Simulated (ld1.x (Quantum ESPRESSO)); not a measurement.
zirconium: one change to an RRKJ potential, before and after

zirconium, norm-conserving RRKJ (Kleinman–Bylander form), made with ld1.x (Quantum ESPRESSO) 7.5 (LDA (PZ), fully relativistic). Core [Ar] 3d10 4s2, reference 4p6 4d2 5s1 5p0 (charge +1). Waves: 4p (bound): rc 1.75 bohr; 4d (bound): rc 1.85 bohr; 5s (bound): rc 3.10 bohr. Local part: the s channel. Core correction: none. rho0 = 0.02.

Open shells are filled in proportion to 2j + 1 (rel_dist='average').

All-electron outer shells of the reference configuration (LDA (PZ), scalar-relativistic, ld1.x):

```csv
shell,level (eV),outermost node (bohr),outermost maximum (bohr)
4s,-61.27,0.55,1.08
4p,-39.25,0.56,1.17
5s,-10.22,1.46,2.96
4d,-10.19,0.58,1.59
5p,-6.44,1.68,3.66
```

Change: all radii scaled by about 0.87 (s 2.70, p 1.52, d 1.60 bohr).

Cutoffs: the cutoffs (Ry, on a coarse ladder) from which the occupation-weighted sum of valence levels, in a spherical-Bessel basis at the reference potential, stays within 10 and 1 mRy of its value at 400 Ry; they do not see the model core or the augmentation charge, which bear on the density cutoff. Errors are all-electron minus pseudo energies relative to the spin-unpolarised reference configuration.

Task: How do hardness, ghosts and transferability respond?

Result: The potential gets harder (40 Ry and 55 Ry → 60 Ry and 90 Ry); of the 7 tests that both files solve, the error grows in 1 and shrinks in 2 by more than 15 % and 0.3 meV (median size 287.0 → 240.0 meV); neither file shows a bound ghost at the reference potential, the only one tested. A smaller radius makes the pseudo-wave follow the all-electron one further in, where it bends more sharply, so more plane waves are needed.

| quantity | base | changed |
| --- | --- | --- |
| cutoff, loose | 40 Ry | 60 Ry |
| cutoff, tight | 55 Ry | 90 Ry |
| loose cutoff by channel (10 mRy a level) | p 30 Ry, d 25 Ry, s 6 Ry | p 50 Ry, d 30 Ry, s 6 Ry |
| bound ghosts | none | none |
| error for 4p6 4d2 5s2 5p0, meV [ΔE -7.35 eV] | -1.4 | -0.6 |
| error for 4p6 4d2 5s0 5p0, meV [ΔE 13.24 eV] | -4.2 | -3.9 |
| error for 4p6 4d1 5s0 5p0, meV [ΔE 36.06 eV] | -12 | -20 |
| error for 4p6 4d2 5s1 5p1, meV [ΔE -4.24 eV] | -501 | -491 |
| error for 4p6 4d1 5s2 5p1, meV [ΔE -4.29 eV] | -730 | -713 |
| error for 4p5 4d2 5s2 5p0, meV [ΔE 30.74 eV] | -287 | -240 |
| error for 4p6 4d2 5s0 5p2, meV [ΔE -0.96 eV] | -1181 | -1158 |

Base: These tests converged, but a pseudo level misses the all-electron one widely, so the file describes the atom poorly there or has found another state: 4p6 4d1 5s0 5p0: empty 5p by 2.2 eV. Changed file: These tests converged, but a pseudo level misses the all-electron one widely, so the file describes the atom poorly there or has found another state: 4p6 4d1 5s0 5p0: empty 5p by 2.2 eV.
